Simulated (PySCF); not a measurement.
# Spinor energies of Se⁻ (selenium, charge -1)

Start: [Ar] 3d10 4s2 4p5; 4p1/2 filled at m_j = +1/2; 4p3/2 filled at m_j = -3/2, -1/2, +1/2, +3/2. Calculated with PySCF 2.14 in x2c-TZVPall-2c with one added diffuse shell each of s, p, d type (7s8p5d1f, 63 functions): generalised Hartree-Fock with the X2C-1e Hamiltonian and a Gaussian nucleus; one run each with spin-orbit coupling (SO) screened by Boettger's factors, then bare. This is a chosen level, not necessarily the ground level.

| spinor shell | electrons | ε, screened SO (eV) | ε, bare SO (eV) | weight of nominal j (bare SO) | rms radius, bare SO (bohr) |
| --- | --- | --- | --- | --- | --- |
| 1s1/2 | 2 | -12729.0 | -12729.0 | 1.000 | 0.0508 |
| 2s1/2 | 2 | -1688.2 | -1688.2 | 1.000 | 0.212 |
| 2p1/2 | 2 | -1507.5 | -1509.3 | 1.000 | 0.187 |
| 2p3/2 | 4 | -1465.1 | -1464.3 | 1.000 | 0.190 |
| 3s1/2 | 2 | -242.57 | -242.57 | 1.000 | 0.612 |
| 3p1/2 | 2 | -178.94 | -179.22 | 1.000 | 0.629 |
| 3p3/2 | 4 | -172.78 | -172.66 | 1.000 | 0.639 |
| 3d3/2 | 4 | -62.999 | -63.238 | 1.000 | 0.693 |
| 3d5/2 | 6 | -62.095 | -61.944 | 1.000 | 0.699 |
| 4s1/2 | 2 | -15.881 | -15.884 | 0.999 | 2.04 |
| 4p1/2 | 1 | -3.814 | -3.835 | 0.957 | 2.67 |
| 4p3/2 | 4 | -2.507 | -2.502 | 0.973 | 2.88 |

```tsv
quantity	screened SO	bare SO
E (hartree)	-2428.14783	-2428.16281
M_J	1/2	1/2
⟨J²⟩	0.977	0.959
⟨L²⟩	2.032	2.033
⟨S²⟩	0.772	0.773
```

Each row is a mean over spinors that exchange with the open shell spreads, by up to 2.041 eV (4s1/2).

⟨J²⟩ departs a little from M_J(M_J + 1) because the unrestricted spinors polarise the closed shells.
